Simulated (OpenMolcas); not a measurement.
Cr2+, Mo2+, W2+: d⁴ down the group

```
Program             : OpenMolcas 26.06
Method              : SS-CASPT2, IPEA 0.25 Eh, imaginary shift 0.1 Eh
Basis               : ANO-RCC-VQZP
Scalar Hamiltonian  : DKH2, point nucleus
Spin-orbit coupling : RASSI with atomic mean-field integrals over the reference wave functions, term energies averaged over their components
```

Active space for each ion: 4 electrons in 6 orbitals (d s); closed shells correlated by CASPT2: Cr2+ 3s 3p; Mo2+ 4s 4p; W2+ 5s 5p.

Computed levels in cm-1 above ⁵D₀:

```json
{"Level": "⁵D₁", "Cr2+": "72.0", "Mo2+": "252", "W2+": "2600"}
{"Level": "⁵D₂", "Cr2+": "213", "Mo2+": "695", "W2+": "5080"}
{"Level": "⁵D₃", "Cr2+": "416", "Mo2+": "1269", "W2+": "7040"}
{"Level": "⁵D₄", "Cr2+": "676", "Mo2+": "1936", "W2+": "8450"}
{"Level": "³P₀(1)", "Cr2+": "16420", "Mo2+": "11600", "W2+": "10920"}
{"Level": "³P₁(1)", "Cr2+": "16860", "Mo2+": "12870", "W2+": "13990"}
{"Level": "³H₄", "Cr2+": "17180", "Mo2+": "13330", "W2+": "14950"}
{"Level": "³H₅", "Cr2+": "17340", "Mo2+": "13930", "W2+": "18220"}
{"Level": "³H₆", "Cr2+": "17510", "Mo2+": "14460", "W2+": "19860"}
{"Level": "weight of ⁵D in the lowest level (%)", "Cr2+": "100", "Mo2+": "98", "W2+": "63"}
```

Mixed levels, with the weight of the term that names them: W2+ ⁵D₀ (63 %), W2+ ³P₀(1) (58 %), W2+ ³P₁(1) (73 %), W2+ ³H₄ (53 %), W2+ ³H₅ (73 %).

Measured, with the error of the calculation in %. Measured levels: Cr2+ from Sugar and Corliss, J. Phys. Chem. Ref. Data 6, 317 (1977); Mo2+ from Sugar and Musgrove, J. Phys. Chem. Ref. Data 17, 155 (1988); W2+ from NIST levels as listed in McCann et al., Mon. Not. R. Astron. Soc. 538, 537 (2025).

```json
{"Level": "⁵D₁", "Cr2+": "62.2 (+15.8)", "Mo2+": "242 (+4.2)", "W2+": "2256 (+15.1)"}
{"Level": "⁵D₂", "Cr2+": "183 (+16.1)", "Mo2+": "668 (+4.0)", "W2+": "4461 (+14.0)"}
{"Level": "⁵D₃", "Cr2+": "357 (+16.7)", "Mo2+": "1224 (+3.7)", "W2+": "6278 (+12.1)"}
{"Level": "⁵D₄", "Cr2+": "576 (+17.4)", "Mo2+": "1872 (+3.4)", "W2+": "7687 (+10.0)"}
{"Level": "³P₀(1)", "Cr2+": "16771 (-2.1)", "Mo2+": "11149 (+4.0)", "W2+": "9904 (+10.3)"}
{"Level": "³P₁(1)", "Cr2+": "17169 (-1.8)", "Mo2+": "12510 (+2.9)", "W2+": "12881 (+8.6)"}
{"Level": "³H₄", "Cr2+": "17274 (-0.5)", "Mo2+": "12680 (+5.1)", "W2+": ""}
{"Level": "³H₅", "Cr2+": "17397 (-0.3)", "Mo2+": "13276 (+4.9)", "W2+": ""}
{"Level": "³H₆", "Cr2+": "17531 (-0.1)", "Mo2+": "13811 (+4.7)", "W2+": ""}
```

The fine-structure level ⁵D₄ changes by a factor of 12.5 from Cr2+ to W2+.

Without spin-orbit coupling ³P(1) lies 16820, 12480, 7810 cm-1 above ⁵D in that order; the difference to the level ³P₀(1), of either sign, comes from spin-orbit coupling, which also lowers the zero.

Term energies are means over components that CASPT2 splits; among the terms shown or strongly mixed into the levels shown the widest spread is 170 cm-1 (5d⁴ ¹I, W2+). Over all roots computed the reference weight is 0.87 to 0.94 in Cr2+; the roots of lowest weight are the least certain, and an intruder state may touch them. Terms from blocks run as CI alone lack orbitals of their own. The CASPT2 spread within a term exceeds the gap to the next term for 3d⁴ ³P(1) and 3d⁴ ³H, so the order of their levels is uncertain (holds for Cr2+). Configurations are named by rounded mean occupations; where the s occupation lies near a half they are strongly mixed, a name can repeat and a true partner stay unpaired (holds for Mo2+; W2+). Some high roots are left out of the spin-orbit mixing, which shifts the levels that they would mix with (holds for W2+). Measured partners are found by configuration, term and J. A level has none where our copy of the source lacks it or the pairing is in doubt (some pairs that miss far off the trend of their configuration count as doubtful), and it then counts in no deviation. Only configurations of the active space appear.

A number in round brackets counts repeated terms of one configuration in the order of the reference energies.
